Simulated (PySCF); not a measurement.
**Trend along group 14: MS anions**

PBE0 with double-zeta basis sets in PySCF, for the lowest determinant that a PBE0 search found; no spin–orbit coupling. De refers to high-spin ground-configuration atoms (the charge goes to the atom of lower measured ionisation energy or higher electron affinity, which is not always the lowest computed limit). A positive dipole points towards S; it is taken about the centre of mass and depends on that origin.

```tsv
M	basis	charged atom	state (unpaired electrons)	Re (Å)	ωe (cm⁻¹)	De (eV)	μ (D)
C	aug-cc-pVDZ/aug-cc-pV(D+d)Z	S−	doublet (π ↑)	1.628	1028	5.42	2.65
Si	aug-cc-pVDZ-DK	S−	doublet (π ↑)	2.051	608	4.58	0.76
Sn	def2-SVPD	S−	doublet (π ↑)	2.338	404	3.63	-4.33
Pb	def2-SVPD	S−	doublet (π ↑)	2.430	364	3.24	-6.12
```

The shortest bond is that of CS⁻ (1.628 Å), the longest that of PbS⁻ (2.430 Å). CS⁻ is bound most strongly (5.42 eV) and PbS⁻ least (3.24 eV).

The rows differ in basis set, which adds steps of its own.

Down a group the atoms grow and get heavier, so bonds lengthen and wavenumbers fall; this series shows no clear exception.

These are scalar-relativistic numbers at best; spin–orbit coupling would shift them, the dissociation energy most. For an ion De counts to the pair picked by the measured ionisation energies or electron affinities, which need not be the lowest pair at this level. The highest Kohn–Sham level is positive in some of these anions. Much of that is self-interaction error, but it also means that the finite basis helps to hold the extra electron. States were picked by a PBE0 search and need not be the measured ground states.
